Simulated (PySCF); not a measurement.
From one molecule to another.

First species: C8H7OP.
Structure used (GFN2-xTB), in Å, numbered top down from 1:
```xyz
17
C8H7OP angstrom
O     -3.610    1.414   -1.234
P     -2.986    0.116   -0.977
C     -2.604   -0.579    0.628
C     -1.493   -0.203   -0.048
C     -0.076   -0.065    0.066
C      0.637    0.572   -0.951
C      2.007    0.717   -0.854
C      2.681    0.217    0.250
C      1.980   -0.421    1.262
C      0.609   -0.561    1.179
H     -3.252   -0.884   -1.894
H     -2.865   -0.942    1.601
H      0.095    0.954   -1.806
H      2.553    1.217   -1.640
H      3.753    0.324    0.322
H      2.508   -0.809    2.121
H      0.057   -1.054    1.965
```

Second species: C2H3F6P3Si.
Atom-mapped SMILES: `[F:1][C:2]([F:3])([F:4])[p:5]1[p:6]([SiH3:7])[p:8]1[C:9]([F:10])([F:11])[F:12]` (hydrogens: H13, H14, H15 on Si7)

Levels: PBE0/pcSseg-1 for dipole moment, HOMO energy, LUMO energy and HOMO–LUMO gap; GFN2-xTB for rotational constant A and rotational constant C. Geometries: GFN2-xTB. All species are isolated and taken at one optimised geometry, non-relativistic unless stated; the electronic structure was computed with PySCF and density fitting.

The conformers computed, where there is a choice (atom-mapped SMILES and torsion angles):
- `[O:1]=[P@@H:2]1[CH:3]=[C:4]1[c:5]1[cH:6][cH:7][cH:8][cH:9][cH:10]1`: C3–C4–C5–C6 -171°
- `[F:1][C:2]([F:3])([F:4])[p:5]1[p:6]([SiH3:7])[p:8]1[C:9]([F:10])([F:11])[F:12]`: F1–C2–P5–P6 -167°, P6–P8–C9–F10 -162°

```
             property   column X   column Y
        dipole moment     2.29 D     4.62 D
          HOMO energy   -7.86 eV   -7.31 eV
          LUMO energy   -1.72 eV   -1.83 eV
        HOMO–LUMO gap    6.14 eV    5.48 eV
rotational constant A  0.845 GHz  3.341 GHz
rotational constant C  0.336 GHz  0.543 GHz
```

Problem. Which column belongs to which species?

Solution. Column X is the second species and column Y the first. The first has 17 atoms and 78 electrons, the second 15 and 128.

Problem. How does each property change from the first species to the second?

Solution. dipole moment -2.33 D; HOMO energy -0.55 eV; LUMO energy +0.11 eV; HOMO–LUMO gap +0.66 eV; rotational constant A -2.496 GHz; rotational constant C -0.207 GHz.

On the first: The dipole matches unit charges of opposite sign 0.96 Å apart (1 e·Å = 4.8032 D).

On the second: In atomic units the dipole is 0.90 e·bohr (1 au = 2.5417 D). A dipole of 2.29 D is allowed in C1, and pure rotational transitions are dipole-allowed.
